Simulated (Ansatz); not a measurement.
Calculated with Ansatz (gas phase, PBE0-D4/def2-TZVP geometries, no zero-point term in ΔE). CCSD(T)/CBS is the MP2 limit (def2-TZVPP, def2-QZVPP) plus CCSD(T) − MP2 in def2-TZVPP, frozen cores. DFT in def2-TZVPP. B3LYP here is the variant with VWN-RPA as its local correlation; programs differ in this. HSE06 is defined as in plane-wave codes. def2 core potentials past Kr. For Sn, V outer-core shells are correlated without core-valence functions, which leaves a few kJ/mol of doubt a bond. Scalar relativity is left out up to krypton. Each species was taken in one conformer, which may not be the lowest.

Consider the redistribution: `[CH3][V](=[O])([Cl])[Cl]` + `[OH][Sn][F]` → `[CH3][V](=[O])([F])[Cl]` + `[OH][Sn][Cl]`.

`[CH3][V](=[O])([Cl])[Cl]`:

Cartesian coordinates in Å:
```
C -0.937 -0.117 0.498
V 0.787 0.038 -0.482
O 0.658 -1.062 -1.558
Cl 0.825 1.991 -1.358
Cl 2.338 -0.416 0.922
H -1.745 0.056 -0.215
H -0.999 -1.127 0.908
H -0.927 0.638 1.287
```

`[OH][Sn][F]`:

Z-matrix (Å, degrees):
```
O
Sn 1 1.969
H 1 0.961 2 116.2
F 2 1.934 1 93.3 3 180.0
```

`[CH3][V](=[O])([F])[Cl]`:

Cartesian coordinates in Å:
```
C 0.261 0.967 -0.323
V -0.209 -0.834 0.376
O 1.133 -1.337 0.958
F -1.391 -0.604 1.607
Cl -0.810 -2.007 -1.314
H 0.601 1.567 0.524
H 1.059 0.865 -1.060
H -0.645 1.384 -0.768
```

`[OH][Sn][Cl]`:

Cartesian coordinates in Å:
```
O 0.266 -0.895 0.362
Sn -0.587 0.416 -0.842
Cl 0.198 2.294 0.355
H 0.123 -1.816 0.125
```

```csv
level,ΔE (kcal/mol),difference from CCSD(T)/CBS
LDA (SPW92),-8.5,-2.3
PBE-D4,-8.5,-2.3
revPBE-D4,-8.5,-2.3
BLYP-D4,-8.0,-1.8
r2SCAN-D4,-8.5,-2.3
B97M-V,-7.7,-1.5
B3LYP-D4,-8.3,-2.1
r2SCANh-D4,-8.6,-2.4
r2SCAN0-D4,-8.7,-2.5
HSE06-D4,-8.8,-2.6
BHLYP-D4,-9.0,-2.8
CAM-B3LYP-D4,-8.6,-2.4
ωB97X-V,-8.8,-2.6
ωB97M-V,-8.4,-2.2
B2PLYP,-5.5,0.7
PBE-QIDH,-5.9,0.3
PBE,-8.7,-2.5
revPBE,-8.9,-2.7
BLYP,-8.4,-2.2
r2SCAN,-8.6,-2.4
PBE0,-9.0,-2.8
B3LYP,-8.6,-2.4
r2SCANh,-8.7,-2.5
r2SCAN0,-8.9,-2.7
BHLYP,-9.1,-2.9
CAM-B3LYP,-8.8,-2.6
LC-ωPBE,-9.3,-3.1
RPA@PBE/def2-TZVPP,-7.1,-0.9
HF/def2-SVP,-11.9,-5.7
MP2/def2-SVP,-4.9,1.3
CCSD/def2-SVP,-9.6,-3.4
HF/def2-TZVPP,-10.9,-4.7
CCSD/def2-TZVPP,-8.0,-1.8
CCSD(T)/def2-TZVPP,-6.9,-0.7
HF/def2-QZVPP,-10.4,-4.2
MP2/def2-QZVPP,-1.1,5.1
SCS-MP2/def2-QZVPP,-2.6,3.6
HF/CBS(def2),-10.4,-4.2
MP2/CBS(def2),-0.9,5.3
CCSD/CBS(def2),-7.2,-1.0
CCSD(T)/CBS,-6.2,0
```

Largest T1 diagnostic among the species: 0.031, so the coupled-cluster value is less sure than usual.

At CCSD(T), def2-SVP lies −2.6 kcal/mol from the extrapolated value and def2-TZVPP −0.7 kcal/mol. Leaving LDA and LC-ωPBE aside and taking each functional with its dispersion term where it has one, the values spread over 3.4 kcal/mol, from BHLYP-D4 to B2PLYP. In def2-TZVPP, CCSD(T) changes the Hartree–Fock value by +4.0 kcal/mol (the triples alone add +1.0 kcal/mol) and MP2 by +9.2 kcal/mol.
